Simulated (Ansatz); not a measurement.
One change: `C=C[CH2][SnH2][F]` becomes `C=CCC=C`.

Ansatz, PBE0-D4/def2-TZVP geometries, multiplicity 1. Each molecule was computed in one conformer, which needn't be the lowest.

Elements past krypton have def2 core potentials.

```tsv
property	`C=C[CH2][SnH2][F]`
LUMO energy (PBE0/def2-TZVPP) / eV	-0.68
zero-point energy (PBE0-D4/def2-TZVP) / kJ/mol	224.6
HOMO–LUMO gap (ωB97M-V/def2-TZVPP) / eV	10.17
LUMO energy (ωB97M-V/def2-TZVPP) / eV	0.88
LUMO energy (PBE/def2-TZVPP) / eV	-1.50
HOMO energy (ωB97M-V/def2-TZVPP) / eV	-9.29
```

Question: What does the change do to each property? (Best estimate.)

Answer: Computed: 
```
                                      property  `C=CCC=C`  shift
            LUMO energy (PBE0/def2-TZVPP) / eV      -0.16   0.52
zero-point energy (PBE0-D4/def2-TZVP) / kJ/mol      298.2   73.6
       HOMO–LUMO gap (ωB97M-V/def2-TZVPP) / eV      11.54   1.37
         LUMO energy (ωB97M-V/def2-TZVPP) / eV       1.92   1.04
             LUMO energy (PBE/def2-TZVPP) / eV      -1.17   0.33
         HOMO energy (ωB97M-V/def2-TZVPP) / eV      -9.62  -0.33
```

With PBE0 the HOMO falls by 0.22 eV and the LUMO rises by 0.52 eV, so the gap widens by about 0.74 eV. PBE moves the HOMO by -0.18 eV and ωB97M-V by -0.33 eV. The zero-point energy changes by 73.6 kJ/mol with +3 modes.
